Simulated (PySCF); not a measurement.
Salicylaldehyde, C₇H₆O₂.
Atom-mapped SMILES: `[O:1]=[CH:2][c:3]1[cH:4][cH:5][cH:6][cH:7][c:8]1[OH:9]` (hydrogens: H10 on C2; H11 on C4; H12 on C5; H13 on C6; H14 on C7; H15 on O9)

The same species was optimised twice, with GFN2-xTB and with PBE0-D3(BJ)/def2-SVP (PySCF), and the same property calculations (PySCF, gas phase) were run on both structures.

```csv
coordinate,GFN2-xTB,PBE0-D3(BJ)/def2-SVP,change
C5–C6 (Å),1.394,1.405,+0.011
C8–O9 (Å),1.332,1.322,-0.010
C6–C7 (Å),1.376,1.386,+0.010
C4–C5 (Å),1.374,1.383,+0.009
C3–C8 (Å),1.414,1.420,+0.006
C7–C8 (Å),1.398,1.404,+0.006
C3–C4 (Å),1.401,1.406,+0.005
O1=C2 (Å),1.219,1.224,+0.005
C2–C3 (Å),1.446,1.450,+0.004
O1–C2–C3 (°),125.1,124.0,-1.1
C2–C3–C8 (°),120.0,119.1,-0.9
C7–C8–O9 (°),118.9,119.7,+0.8
C5–C6–C7 (°),120.9,121.6,+0.7
C4–C5–C6 (°),119.6,118.9,-0.7
C3–C8–O9 (°),122.1,121.5,-0.6
C4–C3–C8 (°),119.4,120.0,+0.6
C6–C7–C8 (°),120.3,120.0,-0.3
O1–C2–C3–C4 (°),180,180,0
```

Rotational constants: A = 3260, B = 1504, C = 1029 MHz (GFN2-xTB) against A = 3266, B = 1501, C = 1028 MHz (PBE0-D3(BJ)/def2-SVP). Point groups within 0.08 Å: Cs and Cs.

On the GFN2-xTB structure: HOMO (eV) -6.97 [PBE0/pcSseg-1]; LUMO (eV) -2.05 [PBE0/pcSseg-1]; dipole (D) 3.03 [PBE0/pcSseg-1]; GIAO shielding of O1 (ppm) -234.3 [PBE0/pcSseg-1]; GIAO shielding of C2 (ppm) -15.0 [PBE0/pcSseg-1]; GIAO shielding of C3 (ppm) 63.3 [PBE0/pcSseg-1]; GIAO shielding of C4 (ppm) 47.1 [PBE0/pcSseg-1]; GIAO shielding of C5 (ppm) 63.8 [PBE0/pcSseg-1]; GIAO shielding of C6 (ppm) 43.9 [PBE0/pcSseg-1]; GIAO shielding of C7 (ppm) 63.3 [PBE0/pcSseg-1]; GIAO shielding of C8 (ppm) 15.1 [PBE0/pcSseg-1].

Question: What do these properties become on the PBE0-D3(BJ)/def2-SVP structure?

Answer: 
```tsv
property	level	on GFN2-xTB	on PBE0-D3(BJ)/def2-SVP	change
HOMO (eV)	PBE0/pcSseg-1	-6.97	-6.93	+0.04
LUMO (eV)	PBE0/pcSseg-1	-2.05	-2.09	-0.04
dipole (D)	PBE0/pcSseg-1	3.03	3.05	+0.02
energy, GFN2-xTB geometry as zero (kcal/mol)	PBE0/pcSseg-1	0.0	-0.2	-0.2
GIAO shielding of O1 (ppm)	PBE0/pcSseg-1	-234.3	-223.3	+11.0
GIAO shielding of C2 (ppm)	PBE0/pcSseg-1	-15.0	-16.4	-1.4
GIAO shielding of C3 (ppm)	PBE0/pcSseg-1	63.3	62.6	-0.7
GIAO shielding of C4 (ppm)	PBE0/pcSseg-1	47.1	45.4	-1.7
GIAO shielding of C5 (ppm)	PBE0/pcSseg-1	63.8	62.0	-1.8
GIAO shielding of C6 (ppm)	PBE0/pcSseg-1	43.9	41.0	-2.9
GIAO shielding of C7 (ppm)	PBE0/pcSseg-1	63.3	61.6	-1.7
GIAO shielding of C8 (ppm)	PBE0/pcSseg-1	15.1	13.8	-1.3
```

The heavy atoms differ by 0.017 Å rms after alignment. Among bonds between heavy atoms C5–C6, C6–C7 and C8–O9 change most and about equally (-0.010 to +0.011 Å). Changes are differences of the printed values. Neither structure is proved a minimum here.

Conformer computed: `[O:1]=[CH:2][c:3]1[cH:4][cH:5][cH:6][cH:7][c:8]1[OH:9]`: O1–C2–C3–C4 180°, H–O9–C8–C7 180°.
